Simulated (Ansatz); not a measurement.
Calculated with Ansatz (gas phase, PBE0-D4/def2-TZVP geometries, no zero-point term in ΔE). CCSD(T)/CBS adds triple-zeta CCSD(T) − MP2 to the extrapolated MP2 energy (def2 sets, frozen cores). This one scheme is used for every species, atoms too. Functionals use def2-TZVPP. B3LYP here is the variant with VWN-RPA as its local correlation; programs differ in this. No spin–orbit coupling; open shells (•) take unrestricted orbitals. Spin–orbit coupling would lower the free atoms: clearly for Br. Bonds to Br, Zn are less sure, by a few kJ/mol each and by 10 to 20 or more in all where they break to atoms, as the def2 sets lack core-valence functions. Scalar relativity is left out up to krypton.

Consider the atomization: `[ZnH][Br]` → Br• + H• + Zn (atom).

```json
{"level": "LDA (SPW92)", "ΔE (kJ/mol)": "591.0", "difference from CCSD(T)/CBS": "65.7"}
{"level": "r2SCAN0-D4", "ΔE (kJ/mol)": "532.0", "difference from CCSD(T)/CBS": "6.7"}
{"level": "B2PLYP", "ΔE (kJ/mol)": "502.2", "difference from CCSD(T)/CBS": "-23.1"}
{"level": "BLYP", "ΔE (kJ/mol)": "472.4", "difference from CCSD(T)/CBS": "-52.9"}
{"level": "B3LYP", "ΔE (kJ/mol)": "488.6", "difference from CCSD(T)/CBS": "-36.7"}
{"level": "r2SCANh", "ΔE (kJ/mol)": "534.2", "difference from CCSD(T)/CBS": "8.9"}
{"level": "CCSD/def2-SVP", "ΔE (kJ/mol)": "474.3", "difference from CCSD(T)/CBS": "-51.0"}
{"level": "CCSD/def2-TZVPP", "ΔE (kJ/mol)": "497.7", "difference from CCSD(T)/CBS": "-27.6"}
{"level": "MP2/def2-QZVPP", "ΔE (kJ/mol)": "534.0", "difference from CCSD(T)/CBS": "8.7"}
{"level": "SCS-MP2/def2-QZVPP", "ΔE (kJ/mol)": "522.3", "difference from CCSD(T)/CBS": "-3.0"}
{"level": "CCSD(T)/CBS", "ΔE (kJ/mol)": "525.3", "difference from CCSD(T)/CBS": "0"}
```

Largest T1 diagnostic among the species: 0.017.

The D4 term adds +6.8 kJ/mol with B3LYP and +3.5 kJ/mol with PBE0; it sums over pairs of atoms, weighted by their polarisabilities, and B3LYP, whose exchange is more repulsive, gets the larger term. At CCSD(T), def2-SVP lies −47.5 kJ/mol from the extrapolated value and def2-TZVPP −20.8 kJ/mol: correlation converges slowly with the basis, and small sets miss more of it in the bonded molecule than in its fragments.

For atomizations the MP2-based limit and the directly extrapolated one differ by several kJ/mol either way, and by 10 to 25 for some Ge, Se and Sn compounds, so smaller differences from it don't rank the levels.
